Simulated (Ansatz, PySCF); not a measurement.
SnF₄, SMILES [F][Sn]([F])([F])[F]. Atoms are numbered in the order given.

```xyz
5

F      1.0983    -1.0983     1.0983
Sn     0.0000     0.0000     0.0000
F     -1.0983    -1.0983    -1.0983
F     -1.0983     1.0983     1.0983
F      1.0983     1.0983    -1.0983
```

Geometry optimised at PBE0-D3(BJ)/def2-SVP. The isomer is the one that the SMILES or the coordinates give; other isomers of the formula were not compared. The def2 effective core potentials stand for the cores of Sn; spin–orbit coupling is left out.

Two levels are set side by side: PBE-D3(BJ)/def2-SVP (Ansatz, a program for electronic structure) and PBE0-D3(BJ)/def2-SVP (Ansatz). Each level has its own optimised geometry; the coordinates shown are those of the second. Frequencies come from the Hessian of PySCF at each geometry. Differences are taken from unrounded values.

```tsv
quantity	PBE0-D3(BJ)	PBE-D3(BJ)	PBE-D3(BJ) minus PBE0-D3(BJ)
mean bond length (Å)	1.902	1.928	0.026
bond F1–Sn2 (Å)	1.902	1.928	0.026
bond Sn2–F3 (Å)	1.902	1.928	0.026
bond Sn2–F4 (Å)	1.902	1.928	0.026
bond Sn2–F5 (Å)	1.902	1.928	0.026
highest harmonic wavenumber (cm⁻¹)	695	655	-40
mean harmonic wavenumber (cm⁻¹)	395	370	-24
zero-point energy (kcal/mol)	5.08	4.77	-0.31
```

Exact exchange shortens and stiffens bonds; PBE has none. Differences between two approximate levels are no errors against the true value.
